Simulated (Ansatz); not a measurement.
C2H6O2Si, SMILES `OC1CO[SiH2]1`, relaxed with RKS PBE-D4/def2-SVP in the Gaussian-basis code of Ansatz from a rough embedded geometry. The force threshold is 0.03 eV/Å; the program also tests the step.

The species carries charge 0 and has multiplicity 1.

Start:

```xyz
11

O    -0.186    0.595    1.716
C    -0.514    0.107    0.468
C    -0.101    1.012   -0.720
O     0.341   -0.112   -1.659
Si    0.694   -1.104   -0.352
H    -0.484   -0.098    2.415
H    -1.572   -0.251    0.408
H    -0.989    1.491   -1.220
H     0.612    1.777   -0.545
H     0.118   -2.438   -0.602
H     2.082   -0.980    0.092
```

How much energy does the relaxation release, and in how many steps? (An estimate is asked.)

Computed: 13.27 kcal/mol, in 11 steps.

Which bonds change most? (An estimate is asked.)

Computed: C3–O4 from 1.530 to 1.452 Å; O1–H6 from 1.028 to 0.974 Å; C3–H9 from 1.060 to 1.113 Å; Si5–H11 from 1.462 to 1.506 Å.

Give the relaxed structure. (Estimate.)

The calculation gave: 
```xyz
11

O    -0.114    0.735    1.680
C    -0.532    0.092    0.488
C    -0.204    0.970   -0.752
O     0.673    0.124   -1.540
Si    0.667   -1.142   -0.389
H    -0.244    0.109    2.414
H    -1.609   -0.202    0.517
H    -1.097    1.255   -1.352
H     0.316    1.896   -0.421
H     0.159   -2.448   -0.947
H     1.983   -1.387    0.302
```
